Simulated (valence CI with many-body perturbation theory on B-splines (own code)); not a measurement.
# Nd²⁸⁺: electric-dipole lines

Level of theory: valence CI with perturbative core correlation (CI+MBPT): four valence electrons over a frozen Dirac-Fock core [Ar] 3d10, a basis of 11 s, 11 p, 10 d, 8 f, 5 g, 2 h functions for each j, with the one-electron correlation potential Σ1, the two-electron term Σ2, the three-electron term Σ3, Breit, model QED; selected CI, second order for the rest, scaled by the run's own slope (own B-spline code, finite nucleus).

The last digits are not significant, and no measured levels were compared; by estimate large intervals hold to a few tenths of a per cent, small ones and those within an open d or f shell to about a per cent. Among the levels kept, up to 340 cm⁻¹ of a level comes from second order outside the variational space, and about a tenth of that is noise between levels of different J, which matters for small intervals.

Lines 101 to 150 of 556 in falling wavelength, among levels below 2878200 cm⁻¹, chosen from the strongest by gf and those to the six lowest levels. Wavelengths and rates use the calculated energies. Electric multipoles are in the length gauge, E1 and E2 with the static RPA response of the core. Weak lines are less certain than strong ones. Lines between different terms over intervals too small for the method are left out, as are lines whose strength nearly cancels. Where a level lies close to another of its J and parity, the split of strength between their lines is uncertain. The highest levels of a list are the least certain.

Levels are named by their leading jj configuration (3d3/2^4 stands for four electrons in 3d with j = 3/2), which in mixed levels can hold well under half, so a name can repeat and another be missing. Letters in brackets count levels of one name in rising energy.

```
λ vac (Å)                           Upper                           Lower   A (s⁻¹)  S (a.u.)
    123.0      (4s 4p3/2^2 4d5/2) J=3 [b]          (4s^2 4p3/2 4d3/2) J=3  4.56e+10  2.93e-01
    122.7      (4s 4p3/2^2 4d3/2) J=2 [b]          (4s^2 4p3/2 4d3/2) J=3  2.75e+10  1.25e-01
    122.5      (4s 4p3/2^2 4d5/2) J=2 [b]          (4s^2 4p3/2 4d5/2) J=2  1.78e+10  8.09e-02
    122.5       (4p1/2 4p3/2^2 4d5/2) J=5      (4s 4p1/2 4p3/2 4d5/2) J=5  1.06e+10  1.06e-01
    122.3   (4p1/2 4p3/2^2 4d5/2) J=4 [b]      (4s 4p1/2 4p3/2 4d5/2) J=5  2.70e+10  2.20e-01
    122.3   (4p1/2 4p3/2^2 4d3/2) J=4 [b]  (4s 4p1/2 4p3/2 4d5/2) J=4 [b]  1.66e+10  1.35e-01
    122.2   (4p1/2 4p3/2^2 4d5/2) J=3 [c]  (4s 4p1/2 4p3/2 4d5/2) J=4 [d]  6.32e+10  3.98e-01
    122.0  (4s 4p1/2 4p3/2 4d5/2) J=1 [b]          (4s^2 4p1/2 4d5/2) J=2  5.75e+10  1.55e-01
    121.9      (4s 4p3/2^2 4d5/2) J=4 [b]          (4s^2 4p3/2 4d3/2) J=3  9.56e+09  7.69e-02
    121.8           (4p1/2^2 4p3/2^2) J=0          (4s 4p1/2^2 4p3/2) J=1  8.84e+10  7.89e-02
    121.6      (4s 4p3/2^2 4d3/2) J=1 [b]          (4s^2 4p3/2 4d3/2) J=2  8.12e+10  2.16e-01
    121.6      (4s 4p3/2^2 4d5/2) J=2 [c]          (4s^2 4p3/2 4d5/2) J=1  2.31e+10  1.02e-01
    121.5   (4p1/2 4p3/2^2 4d5/2) J=3 [b]  (4s 4p1/2 4p3/2 4d5/2) J=4 [c]  1.96e+10  1.22e-01
    121.3       (4p1/2^2 4p3/2 4d5/2) J=1          (4s 4p1/2^2 4d5/2) J=2  5.77e+10  1.53e-01
    121.1             (4p1/2 4p3/2^3) J=2          (4s 4p1/2 4p3/2^2) J=3  3.36e+10  1.48e-01
    121.0      (4s 4p3/2^2 4d3/2) J=1 [c]          (4s^2 4p3/2 4d3/2) J=0  5.58e+10  1.47e-01
    121.0      (4s 4p1/2 4p3/2^2) J=1 [a]          (4s^2 4p1/2 4p3/2) J=1  8.18e+10  2.15e-01
    120.7           (4p1/2^2 4p3/2^2) J=2          (4s 4p1/2^2 4p3/2) J=2  1.15e+10  4.98e-02
    120.6          (4s 4p3/2^2 4d3/2) J=0                (4s 4p3/2^3) J=1  8.22e+10  7.12e-02
    120.4  (4s 4p1/2 4p3/2 4d5/2) J=3 [e]          (4s^2 4p1/2 4d5/2) J=3  6.98e+10  4.22e-01
    120.0      (4s 4p3/2^2 4d3/2) J=2 [b]          (4s^2 4p3/2 4d3/2) J=2  2.84e+10  1.21e-01
    120.0   (4p1/2 4p3/2^2 4d3/2) J=2 [a]  (4s 4p1/2 4p3/2 4d3/2) J=3 [a]  2.21e+10  9.41e-02
    119.8      (4s 4p3/2^2 4d5/2) J=3 [c]          (4s^2 4p3/2 4d3/2) J=3  3.55e+10  2.11e-01
    119.6  (4s 4p1/2 4p3/2 4d3/2) J=1 [d]          (4s^2 4p1/2 4d3/2) J=2  4.87e+10  1.23e-01
    119.5          (4s^2 4d3/2 4d5/2) J=3          (4s^2 4p3/2 4d5/2) J=3  1.56e+10  9.16e-02
    119.4   (4p1/2 4p3/2^2 4d3/2) J=1 [a]  (4s 4p1/2 4p3/2 4d3/2) J=2 [a]  2.78e+10  7.00e-02
    119.3      (4s 4p3/2^2 4d5/2) J=3 [b]          (4s^2 4p3/2 4d5/2) J=4  3.27e+10  1.92e-01
    119.2      (4s 4p3/2^2 4d3/2) J=1 [c]          (4s^2 4p3/2 4d3/2) J=2  4.02e+10  1.01e-01
    119.1  (4s 4p1/2 4d3/2 4d5/2) J=3 [d]  (4s 4p1/2 4p3/2 4d3/2) J=2 [c]  1.27e+10  7.40e-02
    118.9  (4s 4p1/2 4p3/2 4d5/2) J=2 [d]          (4s^2 4p1/2 4d5/2) J=3  1.30e+11  5.40e-01
    118.4      (4s 4p1/2 4p3/2^2) J=1 [b]          (4s^2 4p1/2 4p3/2) J=2  1.62e+11  3.98e-01
    118.4          (4s^2 4d3/2 4d5/2) J=4          (4s^2 4p3/2 4d5/2) J=3  3.08e+10  2.27e-01
    118.3  (4s 4p1/2 4p3/2 4d5/2) J=2 [e]          (4s^2 4p1/2 4d5/2) J=2  6.43e+10  2.63e-01
    118.3      (4s 4p3/2^2 4d5/2) J=4 [b]          (4s^2 4p3/2 4d5/2) J=4  9.28e+10  6.82e-01
    118.3      (4s 4p3/2^2 4d3/2) J=2 [c]          (4s^2 4p3/2 4d3/2) J=3  5.57e+10  2.27e-01
    118.2  (4s 4p1/2 4d3/2 4d5/2) J=3 [e]  (4s 4p1/2 4p3/2 4d5/2) J=2 [c]  1.20e+10  6.86e-02
    118.1   (4p1/2 4p3/2^2 4d5/2) J=4 [a]  (4s 4p1/2 4p3/2 4d5/2) J=4 [b]  1.54e+10  1.13e-01
    118.1  (4s 4p1/2 4p3/2 4f7/2) J=5 [a]  (4s 4p1/2 4p3/2 4d5/2) J=4 [d]  9.81e+09  8.77e-02
    118.0   (4p1/2 4p3/2^2 4d5/2) J=3 [a]  (4s 4p1/2 4p3/2 4d5/2) J=4 [a]  1.99e+10  1.13e-01
    117.9                (4s 4p3/2^3) J=1              (4s^2 4p3/2^2) J=2  1.13e+11  2.73e-01
    117.9  (4s 4p1/2 4p3/2 4d3/2) J=1 [e]          (4s^2 4p1/2 4d3/2) J=1  5.54e+10  1.34e-01
    117.8      (4s 4p3/2^2 4d5/2) J=2 [c]          (4s^2 4p3/2 4d5/2) J=3  1.10e+11  4.44e-01
    117.7       (4p1/2^2 4p3/2 4d5/2) J=3          (4s 4p1/2^2 4d5/2) J=3  2.11e+10  1.19e-01
    117.6  (4s 4p1/2 4p3/2 4d3/2) J=3 [b]      (4s 4p1/2 4p3/2^2) J=2 [b]  2.11e+10  1.19e-01
    117.4   (4p1/2 4p3/2^2 4d3/2) J=3 [b]  (4s 4p1/2 4p3/2 4d3/2) J=3 [a]  1.25e+10  6.99e-02
    117.4          (4s 4p1/2^2 4d3/2) J=1          (4s 4p1/2^2 4p3/2) J=2  2.73e+09  6.55e-03
    117.0  (4s 4p1/2 4p3/2 4d3/2) J=1 [d]      (4s 4p1/2 4p3/2^2) J=1 [b]  3.52e+10  8.35e-02
    116.8       (4p1/2^2 4p3/2 4d3/2) J=1          (4s 4p1/2^2 4d3/2) J=1  4.79e+10  1.13e-01
    116.3      (4s 4p3/2^2 4d5/2) J=3 [c]          (4s^2 4p3/2 4d5/2) J=4  1.27e+11  6.88e-01
    116.0  (4s 4p1/2 4p3/2 4d5/2) J=2 [e]          (4s^2 4p1/2 4d5/2) J=3  2.77e+10  1.07e-01
```
